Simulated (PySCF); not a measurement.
## W: ionisation energy

W [Xe] 4f14 5d4 6s2 (5D) → W⁺ [Xe] 4f14 5d4 6s1 (6D), as a difference of total energies. Computed with PySCF 2.14 in x2c-TZVPPall with one added diffuse shell each of s, p, d, f type (12s8p8d4f1g, 113 functions), with the spin-free X2C one-electron Hamiltonian (Gaussian nucleus). Correlated levels: valence: [Xe] 4f14 frozen. The calculations carry no spin-orbit coupling.

```tsv
method	ionisation energy (eV)	error (eV)
UHF	5.918	-1.907
LDA	8.045	+0.220
PBE	7.653	-0.172
PBE0	7.409	-0.416
r2SCAN	7.274	-0.551
MP2 (valence)	6.786	-1.039
SCS-MP2 (valence)	6.976	-0.849
```

Reference: 7.825 eV (measured; NIST levels, between the centres of gravity of the two terms).

Errors of the correlated levels include the incompleteness of this basis and the frozen core.

MP2 underrates the near-degeneracy of ns² with np² in the lower species.
